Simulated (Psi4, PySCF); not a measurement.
Here is a job for Psi4.
```
memory 2 GB

molecule mol {
0 2
  C     0.881968   -0.690356   -0.065206
  C     2.334461   -0.222895   -0.008719
  C    -0.045219    0.451333   -0.217277
  H     0.630046   -1.249113    0.840933
  H     0.771878   -1.394276   -0.906128
  H     3.000275   -1.075943    0.092328
  Cl   -1.689305    0.260271    0.153349
  H     2.596858    0.314490   -0.916533
  H     2.487241    0.439355    0.839254
  H     0.204635    1.312395   -0.809565
}

set basis 6-31g*
set reference uks
set scf_type pk
set puream true
set d_convergence 1e-8
set dft_radial_points 99
set dft_spherical_points 590

energy('bhhlyp')
print_variables()
```

Give the equivalent PySCF input.

This is not unique; one that fits is 
```python
from pyscf import gto, scf, dft

mol = gto.M(
    atom='''
C     0.881968   -0.690356   -0.065206
C     2.334461   -0.222895   -0.008719
C    -0.045219    0.451333   -0.217277
H     0.630046   -1.249113    0.840933
H     0.771878   -1.394276   -0.906128
H     3.000275   -1.075943    0.092328
Cl   -1.689305    0.260271    0.153349
H     2.596858    0.314490   -0.916533
H     2.487241    0.439355    0.839254
H     0.204635    1.312395   -0.809565
''',
    basis='6-31g*',
    charge=0,
    spin=1,
    verbose=4,
)

mf = dft.UKS(mol)
mf.xc = 'bhandhlyp'
mf.grids.atom_grid = (99, 590)
mf.grids.prune = None
mf.kernel()
```

Both were run: Psi4 gave -577.977106 Eh and PySCF -577.977106 Eh, 0.000 mEh apart.
